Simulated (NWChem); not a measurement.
Everything below was run with NWChem. System: F₃In, charge 0, spin multiplicity 1, at a geometry optimised with PBE/def2-SVP with def2 effective core potentials on In. The structure started from a generated list of species. Level: RHF/def2-TZVPP with def2 effective core potentials on In.

The NWChem input:

```
start mol
memory heap 200 mb stack 900 mb global 1100 mb
geometry units angstroms nocenter noautoz
  In     0.000000     0.000000     0.000059
  F      0.000000     0.000000     1.958317
  F     -1.695773     0.000000    -0.979320
  F      1.695773     0.000000    -0.979320
  symmetry group C2v
end
basis spherical
  * library def2-tzvpp
end
ecp
  In library def2-ecp
end
scf
  rhf
  nopen 0
  maxiter 100
  thresh 1e-7
  semidirect memsize 60000000 filesize 0
end
task scf energy
```

Output (cleaned and shortened):

```
             Northwest Computational Chemistry Package (NWChem) 7.3.0
             --------------------------------------------------------

                                NWChem Input Module
                                -------------------

 Scaling coordinates for geometry "geometry" by  1.889725989
 (inverse scale =  0.529177249)

 Turning off AUTOSYM since
 SYMMETRY directive was detected!

                             Geometry "geometry" -> ""
                             -------------------------

 Output coordinates in angstroms (scale by  1.889725989 to convert to a.u.)

  No.       Tag          Charge          X              Y              Z
 ---- ---------------- ---------- -------------- -------------- --------------
    1 In                  49.0000     0.00000000     0.00000000     0.00005900
    2 F                    9.0000     0.00000000     0.00000000     1.95831700
    3 F                    9.0000    -1.69577300     0.00000000    -0.97932000
    4 F                    9.0000     1.69577300     0.00000000    -0.97932000

 Effective nuclear repulsion energy (a.u.)     395.4225226348

            Nuclear Dipole moment (a.u.)
            ----------------------------
        X                 Y               Z
 ---------------- ---------------- ----------------
     0.0000000000     0.0000000000    -0.0000302356

      Symmetry information
      --------------------

 Group name             C2v
 Group number             16
 Group order               4
 No. of unique centers     3

      Symmetry unique atoms

     1    2    3


 Summary of "ao basis" -> "" (spherical)
 ------------------------------------------------------------------------------
       Tag                 Description            Shells   Functions and Types
 ---------------- ------------------------------  ------  ---------------------
 *                         def2-tzvpp                 on all atoms

 Summary of "ao basis" -> "ao basis" (spherical)
 ------------------------------------------------------------------------------
       Tag                 Description            Shells   Functions and Types
 ---------------- ------------------------------  ------  ---------------------
 In                        def2-tzvpp               16       50   6s5p3d2f
 F                         def2-tzvpp               11       31   5s3p2d1f

                                 NWChem SCF Module
                                 -----------------

  ao basis        = "ao basis"
  functions       =   143
  atoms           =     4
  closed shells   =    24
  open shells     =     0
  charge          =   0.00
  wavefunction    = RHF
  use symmetry    = T
  symmetry adapt  = T

 Summary of "ao basis" -> "ao basis" (spherical)
 ------------------------------------------------------------------------------
       Tag                 Description            Shells   Functions and Types
 ---------------- ------------------------------  ------  ---------------------
 In                        def2-tzvpp               16       50   6s5p3d2f
 F                         def2-tzvpp               11       31   5s3p2d1f

      Symmetry analysis of basis
      --------------------------

        a1         56
        a2         18
        b1         40
        b2         29

 Forming initial guess at       0.2s

      Superposition of Atomic Density Guess
      -------------------------------------

 Sum of atomic energies:        -516.31365493

      Non-variational initial energy
      ------------------------------
[...]
 Nuclear repulsion energy =    191.130702461792

        Time for solution =      2.3s

       Symmetry analysis of molecular orbitals - final
       -----------------------------------------------

  Numbering of irreducible representations:

     1 a1          2 a2          3 b1          4 b2

  Orbital symmetries:

     1 a1          2 b1          3 a1          4 a1          5 b2
     6 b1          7 a1          8 a1          9 a1         10 b1
    11 a1         12 a2         13 b2         14 a1         15 b1
    16 a1         17 a1         18 b1         19 b2         20 b1
    21 b2         22 a2         23 a1         24 b1         25 a1
    26 b2         27 b1         28 a1         29 b2         30 b1
    31 a1         32 a1         33 a1         34 a2

             Final eigenvalues
             -----------------

              1
    1  -26.2625
    2  -26.2625
    3  -26.2624
    4   -5.4728
    5   -3.7401
    6   -3.7284
    7   -3.7283
    8   -1.5317
    9   -1.5281
   10   -1.5281
   11   -1.1235
   12   -1.1232
   13   -1.1232
   14   -1.1117
   15   -1.1117
   16   -0.6755
   17   -0.6332
   18   -0.6332
   19   -0.6254
   20   -0.6146
   21   -0.6119
   22   -0.6119
   23   -0.5945
   24   -0.5945
   25   -0.0112
   26    0.0234
   27    0.0829
   28    0.0829
   29    0.1300
   30    0.2377
   31    0.2377
   32    0.2610
   33    0.2695
   34    0.2777

                       ROHF Final Molecular Orbital Analysis
                       -------------------------------------

 Vector   22  Occ=2.000000D+00  E=-6.118616D-01  Symmetry=a2
              MO Center= -9.2D-10, -6.2D-16, -9.6D-01, r^2= 3.3D+00
   Bfn.  Coefficient  Atom+Function         Bfn.  Coefficient  Atom+Function
  ----- ------------  ---------------      ----- ------------  ---------------
    88      0.341012  3 F  py               119     -0.341012  4 F  py
    91      0.298691  3 F  py               122     -0.298691  4 F  py
    94      0.197833  3 F  py               125     -0.197833  4 F  py

 Vector   23  Occ=2.000000D+00  E=-5.944705D-01  Symmetry=a1
              MO Center= -1.8D-13, -2.2D-17,  1.8D-01, r^2= 4.1D+00
   Bfn.  Coefficient  Atom+Function         Bfn.  Coefficient  Atom+Function
  ----- ------------  ---------------      ----- ------------  ---------------
    58      0.294857  2 F  pz                61      0.263480  2 F  pz
    89      0.260869  3 F  pz               120      0.260869  4 F  pz
    92      0.230311  3 F  pz               123      0.230311  4 F  pz
    24      0.191115  1 In d  0              64      0.162447  2 F  pz
    95      0.150607  3 F  pz               126      0.150607  4 F  pz

 Vector   24  Occ=2.000000D+00  E=-5.944594D-01  Symmetry=b1
              MO Center=  4.9D-11,  8.7D-17, -1.8D-01, r^2= 4.1D+00
   Bfn.  Coefficient  Atom+Function         Bfn.  Coefficient  Atom+Function
  ----- ------------  ---------------      ----- ------------  ---------------
    87      0.283620  3 F  px               118      0.283620  4 F  px
    90      0.252503  3 F  px               121      0.252503  4 F  px
    56      0.249298  2 F  px                25      0.220718  1 In d  1
    59      0.219043  2 F  px                93      0.158556  3 F  px
   124      0.158556  4 F  px

 Vector   25  Occ=0.000000D+00  E=-1.115986D-02  Symmetry=a1
              MO Center= -2.6D-14,  2.3D-15,  3.2D-04, r^2= 3.9D+00
   Bfn.  Coefficient  Atom+Function         Bfn.  Coefficient  Atom+Function
  ----- ------------  ---------------      ----- ------------  ---------------
     6      1.062658  1 In s                  2      0.485026  1 In s
     1     -0.357154  1 In s                  5      0.289207  1 In s
     3     -0.286102  1 In s                  4     -0.217009  1 In s
    55     -0.208648  2 F  s                 86     -0.208609  3 F  s
   117     -0.208609  4 F  s

 Vector   26  Occ=0.000000D+00  E= 2.340528D-02  Symmetry=b2
              MO Center= -3.8D-15, -6.4D-17,  1.3D-04, r^2= 7.8D+00
   Bfn.  Coefficient  Atom+Function         Bfn.  Coefficient  Atom+Function
  ----- ------------  ---------------      ----- ------------  ---------------
    20      0.758831  1 In py                17      0.252061  1 In py
    14      0.215432  1 In py                11     -0.206652  1 In py

 Vector   27  Occ=0.000000D+00  E= 8.287616D-02  Symmetry=b1
              MO Center=  4.6D-12,  6.6D-17,  2.9D-01, r^2= 1.3D+01
   Bfn.  Coefficient  Atom+Function         Bfn.  Coefficient  Atom+Function
  ----- ------------  ---------------      ----- ------------  ---------------
    19      1.373646  1 In px                16     -0.569576  1 In px
    35     -0.183872  1 In d  1

 center of mass
 --------------
 x =   0.00000000 y =   0.00000000 z =   0.00000707

 moments of inertia (a.u.)
 ------------------
         390.319009552282           0.000000000000           0.000000000000
           0.000000000000         780.512596104858           0.000000000000
           0.000000000000           0.000000000000         390.193586552576

  Mulliken analysis of the total density
  --------------------------------------

    Atom       Charge   Shell Charges
 -----------   ------   -------------------------------------------------------
    1 In  21    19.26   0.37 -0.79  1.51  0.89  0.44  0.03 -0.41  6.39  0.41  0.08  0.02  9.02  1.05  0.12  0.11  0.01
    2 F    9     9.58   0.77  1.20  0.60  1.00  0.39  2.22  2.27  1.13  0.00  0.01  0.00
    3 F    9     9.58   0.77  1.20  0.60  1.00  0.39  2.22  2.27  1.13  0.00  0.01  0.00
    4 F    9     9.58   0.77  1.20  0.60  1.00  0.39  2.22  2.27  1.13  0.00  0.01  0.00

       Multipole analysis of the density wrt the origin
       ------------------------------------------------

     L   x y z        total         open         nuclear
     -   - - -        -----         ----         -------
     0   0 0 0     -0.000000      0.000000     48.000000

     1   1 0 0     -0.000000      0.000000      0.000000
     1   0 1 0     -0.000000      0.000000      0.000000
     1   0 0 1      0.000626      0.000000     -0.003152

     2   2 0 0    -34.737521      0.000000    184.844107
     2   1 1 0     -0.000000      0.000000      0.000000
     2   1 0 1      0.000000      0.000000      0.000000
     2   0 2 0    -22.449910      0.000000      0.000000
     2   0 1 1     -0.000000      0.000000      0.000000
     2   0 0 2    -34.740843      0.000000    184.903522

 Task  times  cpu:        5.2s     wall:        5.2s

 Total times  cpu:        5.2s     wall:        5.2s
```
